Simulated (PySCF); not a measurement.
Correlation energy of As²⁺ (arsenic, charge +2)

[Ar] 3d10 4s1 4p2, high-spin 4P determinant (an excited configuration). All numbers are calculated (PySCF 2.14, scalar relativity by spin-free X2C-1e, in aug-cc-pVQZ-DK (8s7p5d3f2g, 93 functions)). Frozen: [Ar] 3d10; 3 electrons correlated.

MP2 pair energies summed by pair of shells (mhartree):

```json
{"pair": "4p-4p", "energy": "-5.54", "share (%)": "59.5"}
{"pair": "4s-4p", "energy": "-3.77", "share (%)": "40.5"}
```

Total MP2 correlation energy: -9.31 mhartree.

Same-spin part -9.31 and opposite-spin part 0.00 mhartree; SCS-MP2 scales them by 1/3 and 6/5 to -3.10 mhartree.
